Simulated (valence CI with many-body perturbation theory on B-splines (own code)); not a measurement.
# Al: key properties

Computed by relativistic CI+MBPT: three valence electrons over a frozen Dirac-Fock core [Ne], a basis of 9 s, 9 p, 8 d, 6 f, 3 g, 1 h functions for each j, with the one-electron correlation potential Σ1 (screened to all orders), the two-electron term Σ2, the three-electron term Σ3, Breit, model QED; selected single and double excitations, second order for the rest, scaled by the run's own slope (own B-spline code, finite nucleus).

Set against measurement, 21 paired levels are off by 42 cm⁻¹ on average, the worst by 113.

Names give the largest LS component (configuration and term), which can be under half, so a name can repeat, a term be missing and a line seem to break the LS rules; names also repeat where a configuration has a term twice.

Rates and lifetimes use the calculated energies. Strong lines usually hold to 10 to 20 %, long lifetimes can be off by a factor of two.

(1) What is the ground level?

(2) Name the longest-lived excited levels whose lifetime is computed, and their main decay.

(3) How well does LS coupling describe the low levels?

(4) How is the term ²P° of the ground level split?

(5) Among levels below 43490 cm⁻¹, which E1 lines absorb most strongly from the ground level?

Results:

(1) 3s²3p ²P°_1/2, composition 93 % 3s²3p ²P° + 2 % 3p³ ²P°, g = 0.666.

(2) 3s²3p ²P°_3/2 at 112 cm⁻¹ lives 79300 s, mostly by M1 to 3s²3p ²P°_1/2; 3s3p² ⁴P_3/2 at 28955 cm⁻¹ lives 6.26 ms, mostly by E1 to 3s²3p ²P°_1/2; 3s3p² ⁴P_5/2 at 29031 cm⁻¹ lives 1.99 ms, mostly by E1 to 3s²3p ²P°_3/2.

(3) Among the lowest 20 levels the leading LS term, summed over configurations, holds 100 % on average. For single configurations the figures are 80 % in LS and 75 % in jj coupling. Terms hardly mix: every one of these levels is at least 95 % one term.

(4) J = 1/2 at 0.0, J = 3/2 at 112 cm⁻¹.

(5) to 3s²3d ²D_3/2 at 308.3 nm, f = 0.181; to 3s²4d ²D_3/2 at 236.3 nm, f = 0.135; to 3s²4s ²S_1/2 at 393.9 nm, f = 0.117.
